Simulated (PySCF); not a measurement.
CH6Ge, SMILES [CH3][GeH3].

Geometry: B3LYP-D3(BJ)/def2-TZVP.

Level of theory: B3LYP-D3(BJ)/def2-TZVP in PySCF.

Frequencies are harmonic and unscaled.

Modes within 1.5 cm⁻¹ of each other (mostly degenerate sets) share a row, with their intensities summed.

```csv
mode,ν (cm⁻¹),IR (km/mol),Raman (Å⁴/amu),depolarisation,moving atoms (share of kinetic energy)
1,164,0.0,0.0,–,H 100 %
2–3,490,29.6,5.5,0.75,H 98 %
4,593,18.5,19.9,0.19,"C 66 %, H 17 %, Ge 17 %"
5,843,155.8,6.5,0.57,H 97 %
6–7,851,146.7,2.9,0.75,"H 83 %, C 13 %"
8–9,901,11.7,42.4,0.75,H 96 %
10,1277,2.5,11.3,0.17,"H 82 %, C 18 %"
11–12,1469,5.1,10.3,0.75,H 95 %
13–15,2127,371.6,469.9,0.02,H 100 %
16,3048,9.5,140.3,0.00,H 97 %
17–18,3128,16.7,142.5,0.75,"H 91 %, C 9 %"
```
